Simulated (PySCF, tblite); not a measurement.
Isomers of C7H13FO2. Method: GFN2-xTB as coded in tblite; computed harmonic values from a numerical Hessian at the method's own geometry, unscaled. Errors from tens to a few hundred cm⁻¹ against measured bands are possible. One conformer each.

Electronic energies: PBE0/pcSseg-1 single points on the GFN2-xTB geometries (PySCF, gas phase).

| SMILES | electronic energy, lowest = 0 (kcal/mol) |
| --- | --- |
| CCO[C@@H]1C[C@@H]1[C@@H](F)OC | 36.9 |
| CO[C@@H](C)C(C)(C)C(=O)F | 0.0 |
| CCO[C@@H]1C[C@H]1[C@@H](F)OC | 35.5 |

Task: How do GFN2-xTB zero-point energies change the relative energies?

Result: 
| SMILES | ZPE (kcal/mol) | of it from modes above 1550 cm⁻¹ | electronic (kcal/mol) | with ZPE, lowest = 0 (kcal/mol) | lowest mode (cm⁻¹) | rings |
| --- | --- | --- | --- | --- | --- | --- |
| CO[C@@H](C)C(C)(C)C(=O)F | 119.4 | 58.6 | 0.0 | 0.0 | 54 | 0 |
| CCO[C@@H]1C[C@H]1[C@@H](F)OC | 119.8 | 55.7 | 35.5 | 35.8 | 37 | 1 |
| CCO[C@@H]1C[C@@H]1[C@@H](F)OC | 119.7 | 55.7 | 36.9 | 37.3 | 45 | 1 |

The zero-point energies span 0.4 kcal/mol, from `CO[C@@H](C)C(C)(C)C(=O)F` to `CCO[C@@H]1C[C@H]1[C@@H](F)OC`. The order is unchanged.

Task: And how do the electronic energies of GFN2-xTB itself compare?

Result: `CO[C@@H](C)C(C)(C)C(=O)F` 0.0; `CCO[C@@H]1C[C@H]1[C@@H](F)OC` 17.6; `CCO[C@@H]1C[C@@H]1[C@@H](F)OC` 17.5 kcal/mol, lowest = 0. Against the energies above, taken from the same isomer `CO[C@@H](C)C(C)(C)C(=O)F`, the largest difference is 19.4 kcal/mol.

Task: What do entropy and thermal enthalpy add at 298.15 K and 1 bar (rigid rotor, harmonic oscillator, one conformer each)?

Result: 
```tsv
SMILES	point group	symmetry number	S (cal/(mol K))	H − H(0) (kcal/mol)	ZPE + H − H(0) − TS (kcal/mol)
CO[C@@H](C)C(C)(C)C(=O)F	C1	1	109.1	8.42	95.3
CCO[C@@H]1C[C@H]1[C@@H](F)OC	C1	1	106.6	7.83	95.8
CCO[C@@H]1C[C@@H]1[C@@H](F)OC	C1	1	106.1	7.82	95.9
```
